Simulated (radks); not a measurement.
The numbers below are computed, except where a source is named.
Problem. Sn2+, 48 electrons, occupied as [Kr] 4d10 5s2. Level of theory: scalar-relativistic Kohn-Sham, LB94 model potential, spin-polarised, spherical densities, finite nucleus; Fermi nuclear charge, rms radius 4.6519 fm (a radial shooting solver on a logarithmic mesh with Libxc functionals). Some entries of the table are withheld. Estimate them.

orbital,occ.,eigenvalue (hartree),<1/r> (bohr^-1)
1s,2,-1072.252,53.13
2s,2,-163.1315,12.13
2p,6,(1),11.68
3s,2,-32.43571,4.293
3p,6,-27.05271,4.096
3d,10,-18.73559,3.877
4s,2,-5.82909,1.699
4p,6,(2),1.540
4d,10,-1.87093,1.225
5s,2,(3),0.6062
5p,0,-0.88099,0.5026
5d,0,-0.49595,0.3385
6s,0,(4),(5)
4f,0,-0.31232,(6)

Solution. 
(1) 2p eigenvalue (hartree): -146.7257
(2) 4p eigenvalue (hartree): -4.20916
(3) 5s eigenvalue (hartree): -1.21032
(4) 6s eigenvalue (hartree): -0.49576
(5) 6s <1/r> (bohr^-1): 0.2822
(6) 4f <1/r> (bohr^-1): 0.2539
